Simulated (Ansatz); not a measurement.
Reactions of C4H6O, SMILES `CC1=C(O)C1`.

Program: Ansatz. Geometries: PBE0-D4/def2-TZVP. ΔE: electronic, gas phase. CBS: MP2 limit from def2 TZ/QZ plus the TZ coupled-cluster correction, frozen cores. This one scheme is used for every species. DFT in def2-TZVPP. def2 core potentials past Kr. For I, In outer-core shells are correlated without core-valence functions, which leaves a few kJ/mol of doubt a bond. Each species was taken in one conformer, which may not be the lowest.

| reaction | r2SCAN-D4 (kcal/mol) | CCSD(T)/CBS(def2) (kcal/mol) |
| --- | --- | --- |
| `CC1=C(O)C1` + H–F → `OC1=C(F)C1` + CH₄ | 16.2 | 20.3 |
| `CC1=C(O)C1` + H₂ → `CC1=CC1` + H₂O | -18.5 | -22.9 |
| `CC1=C(O)C1` + HI → `CC1=C(I)C1` + H₂O | -6.5 | -10.7 |
| `CC1=C(O)C1` → `C1=CCOC1` | -31.9 | -34.7 |
| `CC1=C(O)C1` + `[NH2][InH2]` → `C[NH][InH2]` + `OC1=CC1` | 14.4 | 13.8 |
| `CC1=C(O)C1` → `C1=COCC1` | -36.0 | -38.0 |

Largest T1 diagnostic: 0.016, for `C[NH][InH2]`.
